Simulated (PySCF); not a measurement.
# Dipole moment and polarisability of `O=C(O)C1C=COC=C1`

C6H6O3.
Geometry (GFN2-xTB, Å), atoms numbered from 1 in this order:
```
atom  x, y, z in Å
O1     1.9339    0.9691   -0.8204
C2     1.6692    0.0669   -0.0754
O3     2.5170   -0.9369    0.1818
C4     0.3447   -0.1151    0.6593
C5    -0.4344    1.1719    0.6609
C6    -1.5257    1.3322   -0.0718
O7    -2.1054    0.3675   -0.8387
C8    -1.5409   -0.8662   -0.7620
C9    -0.4472   -1.1674   -0.0770
H10    3.3373   -0.8259   -0.3248
H11    0.5804   -0.4554    1.6759
H12   -0.0533    1.9873    1.2510
H13   -2.0879    2.2525   -0.1145
H14   -2.1163   -1.5947   -1.3137
H15   -0.0757   -2.1777   -0.0527
```

Level: B3LYP/def2-SVPD (PySCF), static field, nuclei fixed, core orbitals frozen in the response. The polarisability tensor in these axes (au):

```
x   90.42 -5.39  8.88
y   -5.39 76.79 -0.02
z    8.88 -0.02 63.62
```

Q: What are the eigenvalues, a third of the trace, and Δα (Δα² = ½Σ(αi − αj)² over the three pairs)?

A: Principal values 60.79, 75.43 and 94.61 au; mean 76.94 au = 11.40 Å³ = 12.69 × 10⁻⁴⁰ C²·m²/J; Δα = 29.37 au (38 % of the mean).

Q: What is the dipole moment, and where does it point?

A: (0.20, -1.44, 1.19) D, 1.88 D in size, pointing from the negative to the positive side. Measured along this direction, the outermost atoms are H13 at the negative end and H15 at the positive end.

Q: Orientational against electronic polarisability at 250 K (dilute gas, rigid molecules)?

A: In Gaussian units μ²/3kT = 34.04 Å³ against 11.40 Å³, a ratio of 2.99; the Debye molar polarisation (4π/3)N_A(α + μ²/3kT) is 114.6 cm³/mol, leaving out the vibrational part.

Q: Estimate the molar refractivity from the static electronic polarisability.

A: Lorentz–Lorenz: R = (4π/3)N_A α = 2.5225 cm³/(mol·Å³) × 11.40 Å³ = 28.8 cm³/mol, in the limit of long wavelengths.

Q: Traceless (Buckingham) quadrupole moment about the centre of nuclear charge: eigenvalues?

A: -10.20, 1.97, 8.23 D·Å. The values depend on the origin, since the dipole doesn't vanish. The electronic extent ⟨r²⟩ about the same centre is 1088 bohr², a root-mean-square distance of 2.15 Å for the 66 electrons.

Isolated species at its GFN2-xTB geometry (one conformer only).

The run behind these numbers computed excited states as well. On Arm Neoverse N1, one thread, no GPU (shared host), this took 86 s wall.
